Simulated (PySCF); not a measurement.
C₆ coefficients of unlike pairs at PBE

Calculated with PySCF 2.14 from the dipole response of each species, C₆(A,B) = (3/π) ∫ α_A(iu) α_B(iu) du, in atomic units, from isotropic polarisabilities. For ions this is the dispersion term alone; charge-induced terms of lower order in 1/R come first.

```tsv
species	configuration	basis	relativity	α (bohr³)	C₆ (like pair)
P⁺	[Ne] 3s2 3p2 (3P)	dyall-av3z (19s12p3d2f)	none	14.40	74.21
Si⁺	[Ne] 3s2 3p1 (2P)	aug-cc-pCVTZ-DK (8s7p5d3f)	spin-free X2C	19.07	100.6
As⁺	[Ar] 3d10 4s2 4p2 (3P)	aug-cc-pVTZ-DK (7s6p4d2f)	spin-free X2C	16.86	101.3
Ti⁺	[Ar] 3d2 4s1 (4F)	aug-cc-pVTZ with one added diffuse shell each of s, p, d, f, g type (9s8p6d4f3g)	none	47.50	300.5
```

(1) Estimate C₆ for Si⁺ with P⁺.

No spin-orbit coupling is included.

The other pairs:

```csv
pair,C₆
"As⁺, Si⁺",100.1
"As⁺, P⁺",86.67
"Ti⁺, As⁺",160.7
"Ti⁺, Si⁺",166.2
"Ti⁺, P⁺",137.5
```

Answers

(1) The integral gives 85.73. The combination rule 2 C_A C_B / (C_A α_B/α_A + C_B α_A/α_B) gives 85.70 and the geometric mean 86.41.
